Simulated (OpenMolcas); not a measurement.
An atom or ion with 80 electrons was computed by SS-CASPT2, IPEA 0.25 Eh, imaginary shift 0.1 Eh with spin-orbit coupling (OpenMolcas, ANO-RCC-VTZP, DKH2). The lowest levels that the run gave, each within 12 % of the measured value where one is at hand:

```
J  Parity  E (cm-1)      g
0    even       0.0       
0     odd     73290       
1     odd     77910  1.461
2     odd     95270  1.501
1     odd    111700  1.040
0    even    180590
```

Which ion is it, and what are the configurations and terms?

Bi IV (Z = 83, charge +3; active space 2 electrons in 8 orbitals (6s 6p 7s 7p)). J, parity and g give the terms where levels are pure, and mixed ones are named by the computed weights; the size of the splittings, set against known spectra of the 80-electron sequence, gives the charge. In order, with the measured energies in cm-1 (Moore, Atomic Energy Levels, vol. III, NSRDS-NBS 35 (1971 reprint of NBS Circular 467, 1958)): 6s2 1S0, 6s 6p 3P* 0 (70968), 6s 6p 3P* 1 (75926), 6s 6p 3P* 2 (96423), 6s 6p 1P* 1 (114602), 6p2 3P0 (166552).

Over all roots computed the reference weight is 0.86 to 0.94; the roots of lowest weight are the least certain, and an intruder state may touch them. The run also gave levels led by 6s 7s, which use shells meant for correlation; these and all levels above them are left out. The ¹D term of p² mixes with s d, which this space lacks. Spin-orbit splittings of 6p shells tend to come out small when the coupling is added on scalar orbitals. Measured partners are found by configuration, term and J. A level has none where our copy of the source lacks it or the pairing is in doubt (some pairs that miss far off the trend of their configuration count as doubtful), and it then counts in no deviation. Levels of configurations outside the active space are missing.

* marks odd parity.
